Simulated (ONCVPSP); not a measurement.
sulfur ONCV: all-electron and pseudo phase curves

```json
{
  "Element": "S",
  "Generator": "ONCVPSP 4.0.1",
  "Type": "optimised norm-conserving Vanderbilt (ONCV)",
  "Functional": "LDA (Perdew-Zunger)",
  "Relativity": "scalar-relativistic",
  "Frozen core": "[Ne]",
  "Valence charge": "6",
  "Reference configuration": "3s2 3p3.5 (charge +0.5)",
  "Partial waves": "3s: rc 1.40 bohr, ncon 3, nbas 7, qcut 4.9 1/bohr, 2 projectors, debl 2.9 Ha; 3p: rc 1.10 bohr, ncon 4, nbas 8, qcut 6.7 1/bohr, 1 projector",
  "Local potential": "polynomial inside 1.05 bohr (lpopt 3, dvloc0 4 Ha)",
  "Core correction": "Teter function, fcfact 5.25, rcfact 1.5"
}
```

The phase is arctan(r·R′/R) of the radial function R(r), unwrapped; energies in Ha, scanned from -2 to 5 Ha. A pole is an energy at which the radial function vanishes at the test radius. The pseudo phase is shifted by a multiple of π to meet the all-electron one at the reference energy, and phase errors are pseudo minus all-electron; the curves can meet again beyond the range given. Levels narrower than the energy grid can be missing from the lists of poles.

For each channel, where are the poles, and over which energies does the pseudopotential scatter like the atom?

```csv
channel,radius (bohr),reference energy (Ha),"poles, all-electron","poles, pseudo",unbroken range about the reference energy with phases within 0.05 rad,phase error 1 Ha above the reference energy (rad)
s,1.42,-0.82,2.67,2.66,the whole range,-0.000
p,1.12,-0.43,none,4.91,below 1.0,-0.032
```

Phases in the s channel:

```tsv
E (Ha)	all-electron	pseudo
-1.98	0.348	0.346
-1.62	-0.022	-0.023
-1.26	-0.426	-0.426
-0.90	-0.758	-0.758
-0.54	-0.989	-0.989
-0.18	-1.145	-1.145
0.18	-1.253	-1.254
0.54	-1.333	-1.333
0.90	-1.393	-1.393
1.26	-1.442	-1.442
1.62	-1.482	-1.482
1.98	-1.516	-1.516
2.34	-1.546	-1.546
2.70	-1.573	-1.573
3.06	-1.599	-1.600
3.42	-1.625	-1.625
3.78	-1.650	-1.652
4.14	-1.676	-1.680
4.50	-1.704	-1.711
4.86	-1.735	-1.748
```
